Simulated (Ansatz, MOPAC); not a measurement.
Species: CNO (charge 0, doublet). SMILES: [N]=C=O

Atoms: N1, C2, O3. Bonds: N1-C2, C2-O3.

Bond lengths (Å) and angles (degrees) optimised at PM7 with MOPAC; MNDO with MOPAC; B3LYP/LANL2DZ with Ansatz (an electronic-structure program), each started from the B3LYP-D3(BJ)/def2-TZVP structure (Ansatz) of the last column. A row stands for all coordinates that are equal there. No wavenumbers were computed at MNDO, B3LYP/LANL2DZ, so these may be saddle points.

```tsv
coordinate	PM7	MNDO	B3LYP/LANL2DZ	B3LYP-D3(BJ)/def2-TZVP
N1-C2	1.228	1.231	1.245	1.222
C2-O3	1.187	1.205	1.220	1.175
N1-C2-O3	180.0	180.0	180.0	180.0
```

Mean signed difference of all 2 bond lengths from B3LYP-D3(BJ)/def2-TZVP: PM7 0.009 Å, MNDO 0.020 Å, B3LYP/LANL2DZ 0.034 Å.
